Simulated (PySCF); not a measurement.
H₃O₄P. Atoms are numbered in the order given.

```xyz
8

O     -0.7699     1.2214     0.5975
P      0.0000     0.0000    -0.1192
O      0.0000     0.0000    -1.5996
O      1.4428     0.0561     0.5975
O     -0.6728    -1.2775     0.5975
H     -1.5436     1.4926     0.0817
H      2.0645     0.5905     0.0817
H     -0.5208    -2.0831     0.0817
```

Geometry optimised at B3LYP-D3(BJ)/def2-SVP. Other conformers were not sampled.

The numbers are results of PBE/pcSseg-1 (PySCF), not measurements.

GIAO shieldings, no solvent; atoms alike by connectivity are averaged. δ = σ(ref) − σ: ¹⁷O against H2O (σ = 334.3 ppm); ³¹P against PH3 (σ = 576.8 ppm); ¹H against TMS (σ = 31.49 ppm), references at their B3LYP-D3(BJ)/def2-TZVP geometries, non-relativistic.

```csv
nucleus,atoms,count,δ (ppm)
¹⁷O,O3,1,186.5
¹⁷O,"O1, O4, O5",3,119.4
³¹P,P2,1,284.0
¹H,"H6, H7, H8",3,3.15
```
